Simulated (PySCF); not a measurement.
Zr²⁺ (zirconium, charge +2) across methods

[Kr] 4d2, high-spin 3F determinant. Computed with PySCF 2.14 in aug-cc-pwCVTZ-PP with ECP28MDF (8s8p7d4f3g, 122 functions), with scalar relativity through the core potential.

```tsv
method	E (hartree)	mean ε 4p α (eV)	mean ε 4p β (eV)	mean ε 4d α (eV)	Σ⟨r²⟩ (bohr²)	⟨S²⟩
PBE0	-46.0241	-49.914	-48.254	-19.582	25.78	2.002
UHF	-45.66503	-56.513	-53.302	-23.040	25.68	2.006
TPSSh	-46.0269	-48.559	-47.097	-18.820	25.75	2.002
M06-L	-46.0550	-48.070	-46.480	-18.081	25.45	2.002
PBE	-46.0254	-47.401	-46.181	-18.238	25.93	2.001
r2SCAN	-46.0510	-48.366	-46.840	-18.441	25.76	2.002
LDA	-45.8705	-47.387	-46.175	-18.140	26.12	2.000
HSE06	-46.0228	-49.493	-47.841	-19.173	25.79	2.002
```

Energies and moments cover only the electrons outside the core potential.
